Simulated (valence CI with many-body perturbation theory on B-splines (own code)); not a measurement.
## E1 transitions of Ho¹⁶⁺

Level of theory: configuration interaction combined with many-body perturbation theory (CI+MBPT): five valence electrons over a frozen Dirac-Fock core [Kr] 4d10, radial functions for each j: 7 s, 7 p, 7 d, 7 f, 4 g, 2 h, with the one-electron correlation potential Σ1, the two-electron term Σ2, the three-electron term Σ3, Breit, model QED; selected CI, second order for the rest, scaled by the run's own slope (own B-spline code, finite nucleus).

No measured spectrum was set against this ion. As an estimate, terms of the open shell hold to a few per cent of their energy, and close levels can change places. Among the levels kept, up to 1100 cm⁻¹ of a level comes from second order outside the variational space, and about a tenth of that is noise between levels of different J, which matters for small intervals.

Lines 51 to 100 of 383 in falling wavelength, among levels below 136450 cm⁻¹, chosen from the strongest by gf and those to the six lowest levels. Wavelengths and rates use the calculated energies, so an error of 2000 cm⁻¹ moves a line at 1938 Å by 3.9 % and its rate by three times that or more. Electric multipoles are in the length gauge, E1 and E2 with the static RPA response of the core. Weak lines are less certain than strong ones. Lines between different terms over intervals too small for the method are left out, as are lines whose strength nearly cancels. Where a level lies close to another of its J and parity, the split of strength between their lines is uncertain. The highest levels of a list are the least certain.

Names give the largest LS component (configuration and term), which can be under half, so a name can repeat, a term be missing and a line seem to break the LS rules; names also repeat where a configuration has a term twice. Letters in brackets count levels of one name in rising energy.

| λ vac (Å) | Upper | Lower | A (s⁻¹) | S (a.u.) with core polarisation | S without |
| --- | --- | --- | --- | --- | --- |
| 1938 | 4f4 5s 6G_13/2 | 4f5 2I°_13/2 [a] | 1.77e+02 | 8.92e-06 | 1.09e-05 |
| 1935 | 4f4 5s 4S_3/2 [a] | 4f5 4G°_5/2 [d] | 4.68e+02 | 6.70e-06 | 7.32e-06 |
| 1909 | 4f4 5s 6S_5/2 | 4f5 4P°_3/2 [a] | 3.11e+02 | 6.41e-06 | 6.54e-06 |
| 1884 | 4f4 5s 4F_9/2 | 4f5 2I°_11/2 [b] | 3.36e+02 | 1.11e-05 | 1.21e-05 |
| 1856 | 4f4 5s 4K_13/2 | 4f5 4I°_11/2 [b] | 1.01e+02 | 4.45e-06 | 4.58e-06 |
| 1856 | 4f4 5s 4I_15/2 | 4f5 2M°_17/2 [a] | 4.26e+02 | 2.15e-05 | 2.35e-05 |
| 1851 | 4f4 5s 4L_13/2 | 4f5 2I°_11/2 [a] | 1.45e+02 | 6.36e-06 | 6.85e-06 |
| 1848 | 4f4 5s 4H_11/2 | 4f5 4G°_9/2 [b] | 2.40e+02 | 8.98e-06 | 9.91e-06 |
| 1834 | 4f4 5s 6S_5/2 | 4f5 6P°_7/2 | 1.76e+03 | 3.21e-05 | 3.25e-05 |
| 1829 | 4f4 5s 4K_15/2 | 4f5 4I°_13/2 [a] | 1.80e+02 | 8.73e-06 | 9.30e-06 |
| 1828 | 4f4 5s 4I_9/2 | 4f5 4K°_11/2 [a] | 3.09e+02 | 9.32e-06 | 9.44e-06 |
| 1814 | 4f4 5s 4K_15/2 | 4f5 2L°_17/2 [a] | 8.19e+01 | 3.86e-06 | 3.98e-06 |
| 1782 | 4f4 5s 4F_5/2 | 4f5 4G°_5/2 [d] | 5.80e+02 | 9.72e-06 | 1.11e-05 |
| 1771 | 4f4 5s 4K_13/2 | 4f5 2K°_13/2 [a] | 7.35e+01 | 2.82e-06 | 3.11e-06 |
| 1739 | 4f4 5s 6F_11/2 | 4f5 4G°_11/2 [c] | 2.01e+02 | 6.25e-06 | 7.43e-06 |
| 1728 | 4f4 5s 4I_11/2 | 4f5 4K°_13/2 [b] | 5.78e+02 | 1.77e-05 | 1.81e-05 |
| 1719 | 4f4 5s 4K_15/2 | 4f5 2M°_17/2 [a] | 2.33e+02 | 9.37e-06 | 9.80e-06 |
| 1710 | 4f4 5s 4I_13/2 | 4f5 4K°_15/2 [a] | 7.02e+02 | 2.43e-05 | 2.55e-05 |
| 1710 | 4f4 5s 4F_9/2 | 4f5 2I°_11/2 [a] | 4.79e+02 | 1.18e-05 | 1.28e-05 |
| 1704 | 4f4 5s 6S_5/2 | 4f5 6P°_5/2 | 2.58e+03 | 3.77e-05 | 4.04e-05 |
| 1698 | 4f4 5s 4K_17/2 | 4f5 4I°_15/2 [b] | 2.57e+02 | 1.12e-05 | 1.20e-05 |
| 1695 | 4f4 5s 6S_5/2 | 4f5 4D°_3/2 [a] | 9.53e+02 | 1.37e-05 | 1.51e-05 |
| 1672 | 4f4 5s 4I_15/2 | 4f5 2L°_15/2 [a] | 1.92e+02 | 7.11e-06 | 7.55e-06 |
| 1670 | 4f4 5s 4S_3/2 [a] | 4f5 4F°_5/2 [b] | 4.70e+02 | 4.32e-06 | 4.68e-06 |
| 1662 | 4f4 5s 6S_5/2 | 4f5 4D°_7/2 [a] | 1.38e+03 | 1.88e-05 | 1.84e-05 |
| 1660 | 4f4 5s 4G_7/2 | 4f5 2G°_7/2 [a] | 1.79e+02 | 3.23e-06 | 3.43e-06 |
| 1656 | 4f4 5s 4L_15/2 | 4f5 2K°_13/2 [b] | 1.63e+02 | 5.85e-06 | 6.60e-06 |
| 1654 | 4f4 5s 4L_17/2 | 4f5 2K°_15/2 [a] | 6.67e+01 | 2.68e-06 | 3.21e-06 |
| 1645 | 4f4 5s 4I_11/2 | 4f5 4K°_11/2 [a] | 2.96e+02 | 7.81e-06 | 7.79e-06 |
| 1638 | 4f4 5s 4K_17/2 | 4f5 2M°_17/2 [a] | 9.95e+01 | 3.89e-06 | 4.01e-06 |
| 1623 | 4f4 5s 4F_7/2 | 4f5 2H°_9/2 [a] | 3.16e+02 | 5.33e-06 | 5.96e-06 |
| 1612 | 4f4 5s 4F_9/2 | 4f5 2H°_9/2 [a] | 3.71e+02 | 7.67e-06 | 7.73e-06 |
| 1610 | 4f4 5s 4I_11/2 | 4f5 4L°_13/2 | 1.49e+02 | 3.67e-06 | 4.02e-06 |
| 1589 | 4f4 5s 6S_5/2 | 4f5 4F°_7/2 [a] | 3.71e+02 | 4.41e-06 | 4.36e-06 |
| 1587 | 4f4 5s 4M_15/2 | 4f5 2L°_17/2 [a] | 1.20e+02 | 3.79e-06 | 4.00e-06 |
| 1584 | 4f4 5s 4G_5/2 [a] | 4f5 2F°_5/2 [a] | 3.89e+02 | 4.58e-06 | 4.80e-06 |
| 1568 | 4f4 5s 4S_3/2 [a] | 4f5 4P°_5/2 | 1.15e+03 | 8.72e-06 | 9.09e-06 |
| 1562 | 4f4 5s 4I_9/2 | 4f5 4I°_11/2 [a] | 1.59e+03 | 3.00e-05 | 3.18e-05 |
| 1560 | 4f4 5s 4K_15/2 | 4f5 2L°_15/2 [a] | 1.09e+02 | 3.25e-06 | 3.48e-06 |
| 1554 | 4f4 5s 4F_5/2 | 4f5 4F°_5/2 [b] | 6.70e+02 | 7.45e-06 | 8.25e-06 |
| 1545 | 4f4 5s 4I_15/2 | 4f5 4K°_17/2 [a] | 3.21e+02 | 9.34e-06 | 9.59e-06 |
| 1545 | 4f4 5s 4F_7/2 | 4f5 4F°_7/2 [b] | 4.66e+02 | 6.79e-06 | 6.88e-06 |
| 1544 | 4f4 5s 4I_9/2 | 4f5 4I°_9/2 [a] | 1.57e+03 | 2.85e-05 | 2.93e-05 |
| 1540 | 4f4 5s 6S_5/2 | 4f5 6P°_3/2 | 4.76e+03 | 5.15e-05 | 5.70e-05 |
| 1528 | 4f4 5s 4F_9/2 | 4f5 4I°_11/2 [b] | 1.46e+02 | 2.57e-06 | 2.69e-06 |
| 1527 | 4f4 5s 4K_13/2 | 4f5 4K°_15/2 [a] | 4.55e+02 | 1.12e-05 | 1.25e-05 |
| 1526 | 4f4 5s 4S_3/2 [b] | 4f5 4F°_5/2 [b] | 4.10e+02 | 2.87e-06 | 3.12e-06 |
| 1515 | 4f4 5s 6G_11/2 | 4f5 4G°_11/2 [c] | 2.03e+02 | 4.18e-06 | 4.20e-06 |
| 1506 | 4f4 5s 4I_13/2 | 4f5 4L°_15/2 | 3.24e+02 | 7.65e-06 | 8.21e-06 |
| 1500 | 4f4 5s 4P_1/2 | 4f5 4F°_3/2 [b] | 7.44e+02 | 2.48e-06 | 2.69e-06 |
